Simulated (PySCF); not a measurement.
Job for PySCF: R-M06-2X/6-31G* on H4OSi2 (SMILES O[Si][SiH3]), a point of a torsion scan.

```python
from pyscf import gto, scf, dft, mp
from pyscf.data.elements import chemcore

mol = gto.M(
    atom='''
    O     1.95302997   -0.19161920    0.39545266
    Si    1.13039822   -1.12197776   -0.69341056
    Si    1.63129244   -3.24762613   -0.02179451
    H     1.95831377    0.76169154    0.39950354
    H     2.17733999   -3.89689885   -1.23316360
    H     0.31433890   -3.89196795    0.17246413
    H     2.45077776   -3.80736635    1.06675201
    ''',
    basis='6-31g*',
    cart=True,
    charge=0, spin=0, verbose=3, max_memory=1800)
mf = dft.RKS(mol, xc='m062x')
mf.conv_tol = 1e-8
mf.max_cycle = 100
mf.kernel()
if not mf.converged:
    mf = mf.newton().run(mf.mo_coeff, mf.mo_occ)
```

The log:

```
converged SCF energy = -656.458528670196
```

Self-consistency was reached.

Cost: very roughly 6 core-seconds.
